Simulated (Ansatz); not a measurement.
P2, triplet, at a GFN2-xTB geometry (a higher spin typed on purpose: for a closed-shell molecule this is an excited state), atoms displaced at random by about 0.08 Å a coordinate; PBE/cc-pVDZ, gradient run with Ansatz (a program for electronic structure).

The Ansatz input:
Ansatz 0.2 input:
```yaml
crystal:
  periodic: [false, false, false]
  atoms:
    - {symbol: P, position_ang: [0.00941957, 0.10883688, -1.01874974]}
    - {symbol: P, position_ang: [-0.05984500, -0.06232974, 1.17180061]}
basis:
  gaussian:
    orbitals: cc-pVDZ
hamiltonian:
  xc: pbe
magnetization: {spin_polarized: true, initial_magnetization: 2}
output: {forces: true}
```

Task: What does Ansatz print? Leave out banner, timings and long lists.

Result: 
```
Functional definition: PBE
386 factors; integrals over basis functions are off by at most 1.5e-3 eV
mean field evaluation 1: about -18565.2450 eV, gradient 5.1e0 eV
mean field evaluation 2: about -18565.2449 eV, gradient 5.1e0 eV
mean field evaluation 4: about -18565.4005 eV, gradient 2.7e0 eV
mean field evaluation 8: about -18565.3912 eV, gradient 2.9e0 eV
mean field evaluation 16: about -18566.1127 eV, gradient 4.9e-3 eV
mean field evaluation 32: about -18566.1107 eV, gradient 4.8e-2 eV
mean field evaluation 64: about -18565.4696 eV, gradient 2.8e-5 eV
mean field evaluation 96: about -18565.4724 eV, gradient 4.5e-2 eV
mean field -18566.11076376 eV, -682.2919860065 hartree, gradient 1.3e-5 eV, S^2 2.005972; 10 other end points of the search recorded, 0 dependent functions left out
the calculation of the forces begins
reference -18566.11079133 eV, -682.2919870195 hartree; 16, 14 occupied and 20, 22 virtual orbitals, 386 factors
Total energy: -18566.11079133 eV, -682.2919870195 hartree
Atom 0 at     0.009420     0.108837    -1.018750 Å, force    -0.043623    -0.107800     1.379603 eV/Å
Atom 1 at    -0.059845    -0.062330     1.171801 Å, force     0.043623     0.107800    -1.379603 eV/Å
Dipole moment:     0.000000     0.000000    -0.000000 e Å
```
